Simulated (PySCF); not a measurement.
C4H10N2, SMILES C(/CCN)=N/C.

The structure is a stationary point at B3LYP-D3(BJ)/def2-SVP. The structure was generated by enumeration; whether it is a known compound was not checked. The values are those of a single conformer.

The numbers are results of B3LYP-D3(BJ)/def2-SVP run with PySCF 2.14.0, not measurements.

Frequencies are harmonic and unscaled.

| mode | ν (cm⁻¹) | IR (km/mol) | moving atoms (share of kinetic energy) |
|---|---|---|---|
| 1 | 46 | 2.1 | C 53 %, H 34 %, N 13 % |
| 2 | 104 | 0.6 | H 49 %, C 31 %, N 20 % |
| 3 | 118 | 0.5 | H 95 % |
| 4 | 203 | 6.5 | N 44 %, C 35 %, H 21 % |
| 5 | 304 | 29.1 | H 71 %, C 21 %, N 8 % |
| 6 | 330 | 15.1 | H 53 %, C 38 %, N 9 % |
| 7 | 397 | 10.6 | N 38 %, C 33 %, H 29 % |
| 8 | 500 | 3.7 | C 39 %, H 32 %, N 29 % |
| 9 | 614 | 6.8 | H 44 %, C 36 %, N 20 % |
| 10 | 779 | 0.6 | H 84 %, C 13 % |
| 11 | 831 | 169.1 | H 63 %, N 24 %, C 13 % |
| 12 | 891 | 70.9 | H 65 %, C 30 % |
| 13 | 927 | 2.5 | C 52 %, H 36 %, N 13 % |
| 14 | 993 | 1.6 | H 55 %, C 35 %, N 10 % |
| 15 | 1031 | 58.7 | C 62 %, H 32 % |
| 16 | 1044 | 5.9 | C 52 %, H 36 %, N 11 % |
| 17 | 1120 | 13.6 | C 45 %, N 29 %, H 25 % |
| 18 | 1124 | 2.8 | H 70 %, C 22 % |
| 19 | 1129 | 1.2 | H 72 %, C 24 % |
| 20 | 1179 | 8.1 | H 59 %, C 31 %, N 10 % |
| 21 | 1280 | 0.8 | H 70 %, C 28 % |
| 22 | 1294 | 1.1 | H 80 %, C 18 % |
| 23 | 1377 | 15.6 | H 80 %, C 16 % |
| 24 | 1381 | 15.2 | H 81 %, C 14 % |
| 25 | 1410 | 3.6 | H 83 %, C 10 % |
| 26 | 1412 | 4.4 | H 87 %, C 10 % |
| 27 | 1452 | 4.5 | H 91 %, C 8 % |
| 28 | 1462 | 3.1 | H 95 % |
| 29 | 1473 | 2.1 | H 92 % |
| 30 | 1484 | 9.6 | H 92 %, C 8 % |
| 31 | 1640 | 20.4 | H 92 % |
| 32 | 1766 | 66.4 | C 54 %, N 43 % |
| 33 | 2989 | 48.3 | H 97 % |
| 34 | 3027 | 2.2 | H 95 % |
| 35 | 3036 | 49.7 | H 95 % |
| 36 | 3052 | 26.1 | H 92 %, C 8 % |
| 37 | 3069 | 5.3 | H 91 %, C 9 % |
| 38 | 3072 | 33.6 | H 91 %, C 9 % |
| 39 | 3086 | 17.0 | H 91 %, C 9 % |
| 40 | 3092 | 51.4 | H 90 %, C 10 % |
| 41 | 3483 | 0.1 | H 96 % |
| 42 | 3559 | 0.2 | H 92 %, N 8 % |
